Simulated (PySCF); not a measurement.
# Fractional electron number in Os²⁺ (osmium, charge +2)

The 5d beta orbital of [Xe] 4f14 5d6 is emptied in steps (occupation f), with all orbitals relaxed, ending at [Xe] 4f14 5d5. Calculation: PySCF 2.14, in aug-cc-pVDZ-PP with ECP60MDF; scalar relativity through the core potential. The exact energy is a straight line in f; departures are measured from the line between the end points of the same method.

```tsv
f	HSE06 (eV)
1	0.000
0.8	-0.673
0.6	-1.010
0.4	-1.010
0.2	-0.673
0	0.000
```

```tsv
method	E(f=0) − E(f=1) (eV)	−ε at f=1 (eV)	−ε at f=0.4 (eV)
HSE06	26.758	22.558	27.603
```

Orbital energy along the path (eV):

```tsv
f	HSE06
1	-22.558
0.8	-24.229
0.6	-25.914
0.4	-27.603
0.2	-29.289
0	-30.929
```

Reference removal energy between the ground levels: 25 ± 1.6 eV (theoretical estimate listed by NIST; NIST Atomic Spectra Database, ionization energies). The calculation has no spin-orbit coupling. The determinant left behind need not be the lowest term of the ion.
